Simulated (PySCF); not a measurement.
Spectrum to structure. Computed with PySCF 2.14.0, density-fitted response routines, TDDFT CAM-B3LYP/def2-SVPD, vertical, gas phase, core orbitals frozen in the response. Geometries: GFN2-xTB, one conformer each.

```tsv
state	λ (nm)	f
S1	225.2	0.0029
S2	223.3	0.0021
S3	218.9	0.0002
S4	202.6	0.021
S5	199.7	0.021
S6	193.8	0.062
S7	192.5	0.018
S8	181.6	0.0073
```

Orbital energies (eV): HOMO-3 -10.31, HOMO-2 -8.60, HOMO-1 -8.32, HOMO -7.96, LUMO 0.69, LUMO+1 0.98, LUMO+2 1.05.

Question: Which structure fits?
A. `C(=C\C(C)=C)/C=C`
B. `CSC[C@@H](S)CS`
C. `CSc1cncnn1`

Answer: B. Its S1, at 5.51 eV, is the highest among the candidates; the nearest of the others has S1 at 4.97 eV. S1 is HOMO-1→LUMO (33%), HOMO-2→LUMO (24%), HOMO-2→LUMO+7 (9%). Löwdin shares by element: HOMO sulfur 69% or more, carbon 16% or more (atoms not listed hold the other 15%); LUMO sulfur 59%, hydrogen 13% or more (atoms not listed hold the other 28%). At the same level the other candidates give, for their lowest levels:
- `CSc1cncnn1`: 374 nm (f 0.005); 295 nm (f 0.000); 283 nm (f 0.040); 234 nm (f 0.294); 224 nm (f 0.000); T1 2.63 eV; HOMO -8.24, LUMO -0.99 eV
- `C=C/C=C/C(=C)C`: 249 nm (f 1.051); 198 nm (f 0.004); 191 nm (f 0.000); 190 nm (f 0.000); 184 nm (f 0.002); T1 2.64 eV; HOMO -7.37, LUMO -0.28 eV
Triplets come from the Tamm–Dancoff approximation.
